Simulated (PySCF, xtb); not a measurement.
CH4MgSSe, SMILES C[S][Mg][SeH].

GFN2-xTB (xtb) at its own geometry gives an orbital gap of 1.88 eV and a dipole moment of 2.77 D.

The structure is a stationary point at B3LYP-D3(BJ)/def2-SVP. The structure was generated by enumeration; whether it is a known compound was not checked. One conformer was computed; it need not be the lowest.

### Question
What does PySCF with CAM-B3LYP/def2-TZVP give? (Estimate from the structure and the level; the computed values follow.)

### Answer
gap 7.29 eV (levels -7.96 and -0.67 eV), dipole 1.42 D.
